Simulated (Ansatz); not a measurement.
Mulliken charges of `[SiH3][NH][GeH3]` from r2SCAN/def2-TZVPP in Ansatz (PBE0-D4/def2-TZVP geometry).

| atom | x (Å) | y (Å) | z (Å) | charge (e) |
| --- | --- | --- | --- | --- |
| Si1 | -1.147 | 0.522 | -0.946 | 0.404 |
| N2 | 0.461 | 0.319 | -0.376 | -0.468 |
| Ge3 | 1.020 | -0.676 | 1.066 | 0.251 |
| H4 | -1.924 | -0.668 | -0.513 | -0.077 |
| H5 | -1.160 | 0.627 | -2.431 | -0.087 |
| H6 | -1.835 | 1.736 | -0.416 | -0.098 |
| H7 | 1.159 | 0.953 | -0.737 | 0.134 |
| H8 | -0.019 | -1.787 | 1.262 | -0.003 |
| H9 | 1.120 | 0.180 | 2.346 | -0.033 |
| H10 | 2.408 | -1.257 | 0.746 | -0.023 |

Question: By hand: the dipole of these point charges (1 e Å = 4.8032 D).

Answer: Σ q r = (0.069, -0.125, 0.156) e Å, of length 0.211 e Å = 1.01 D.

Question: How does the dipole of the full density compare? (An estimate is asked.)

Answer: Ansatz gave: (0.212, 0.049, 0.036) e Å, 1.06 D; the point charges give 0.95 times that, at 72° from its direction.

Point charges leave out the atoms' own dipoles, such as those of lone pairs, and Mulliken's split depends on the basis, so the two needn't agree.
